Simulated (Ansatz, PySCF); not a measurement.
System: SnBr2, net charge 0, singlet state. 
Geometry from a B3LYP-D3(BJ)/def2-TZVP (Ansatz, a quantum-chemistry and plane-wave program) optimisation:
```
Sn
Br 1 2.5459
Br 1 2.5459 2 99.79
```

Quantity: atomisation energy (electronic, to ground-state atoms), in kcal/mol. Valence correlation only, unless marked. UHF or UKS for open shells. No spin-orbit coupling. Frozen are the shells of the preceding noble gas and the d and f shells that filled before the atom's block. In def2 rows, elements after Kr have scalar-relativistic effective core potentials. The coupled-cluster limit lacks core correlation, which all-electron functionals hold. CBS marks a two-point X^-3 extrapolation of the correlation energy; Hartree-Fock from the larger set. [CCSD(T)-MP2]/basis is that difference in the basis named.

```tsv
level	program	atomisation energy (kcal/mol)
PBE-D3(BJ)/def2-TZVPD	Ansatz + dftd3	174.6
BLYP/def2-TZVPD	Ansatz	163.8
M06-L/def2-TZVPD	PySCF	…
r2SCAN-D3(BJ)/def2-TZVPD	Ansatz + dftd3	171.3
PBE0/def2-SVP	Ansatz	…
PBE0-D3(BJ)/def2-TZVPD	Ansatz + dftd3	168.3
PBE0-D4/def2-TZVP	Ansatz + dftd4	168.2
PBE0/def2-TZVPD	Ansatz	166.0
TPSSh-D4/def2-TZVPD	PySCF + dftd4	171.3
M06-2X/def2-TZVPD	PySCF	156.9
CAM-B3LYP/def2-TZVPD	Ansatz	…
LC-wPBE-D3(BJ)/def2-TZVPD	Ansatz + dftd3	158.5
wB97X/def2-TZVPD	Ansatz	…
B2GP-PLYP-D3(BJ)/def2-TZVPD	Ansatz + dftd3	167.4
SCS-MP2/def2-SVPD	Ansatz	149.7
RI-MP2/CBS(def2-TZVPPD,def2-QZVPPD)+[CCSD(T)-MP2]/def2-TZVPPD	Ansatz	165.4
```

### Question
What belongs in the gaps?

### Answer

- M06-L/def2-TZVPD, atomisation energy (kcal/mol): 169.0
- PBE0/def2-SVP, atomisation energy (kcal/mol): 163.5
- CAM-B3LYP/def2-TZVPD, atomisation energy (kcal/mol): 159.7
- wB97X/def2-TZVPD, atomisation energy (kcal/mol): 167.3
